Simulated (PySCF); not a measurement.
Structure with atom numbers: `[F:1][C:2]([F:3])=[C:4]([F:5])[SiH2:6][PH3+:7]`. Each H is labelled by its parent atom.

Geometry: GFN2-xTB; GIAO shifts from PySCF 2.14.0 with density-fitted response routines, gas phase, non-relativistic, averaged over equivalent atoms.

At B3LYP/STO-3G (48 basis functions, about 14 core-seconds):
```json
{"atoms": "F1", "δ (ppm)": "-21.7"}
{"atoms": "F3", "δ (ppm)": "-41.5"}
{"atoms": "F5", "δ (ppm)": "-66.0"}
{"atoms": "C2", "δ (ppm)": "125.1"}
{"atoms": "C4", "δ (ppm)": "97.2"}
{"atoms": "Si6", "δ (ppm)": "-42.6"}
{"atoms": "P7", "δ (ppm)": "-12.0"}
{"atoms": "H(Si6)", "δ (ppm)": "4.25"}
{"atoms": "H(P7)", "δ (ppm)": "3.19"}
```

References, each an isolated molecule treated in the same way: CFCl3 for ¹⁹F (290.07 ppm); ¹³C (233.63 ppm) and ²⁹Si (504.08 ppm) and ¹H (33.13 ppm) vs TMS; PH3 for ³¹P (726.48 ppm).

What do these become at PBE0/6-311G**?

Answers


```tsv
atoms	δ at PBE0/6-311G**	change
F1	-69.6	-47.9
F3	-123.4	-81.9
F5	-221.8	-155.8
C2	172.7	+47.6
C4	124.5	+27.3
Si6	-56.9	-14.3
P7	119.0	+131.0
H(Si6)	6.03	+1.78
H(P7)	4.90	+1.71
```

Shifts are taken against calculated references (same method and geometry level): ¹⁹F (166.56 ppm) vs CFCl3; ¹³C (190.38 ppm) and ²⁹Si (353.34 ppm) and ¹H (32.08 ppm) against TMS; ³¹P (611.31 ppm) vs PH3.

The largest change is at F5 (vinylic fluorine). Cost: 172 basis functions, of the order of 50 core-seconds.

Unscaled 19F shifts against computed CFCl3 carry errors that often reach 10 to 50 ppm.
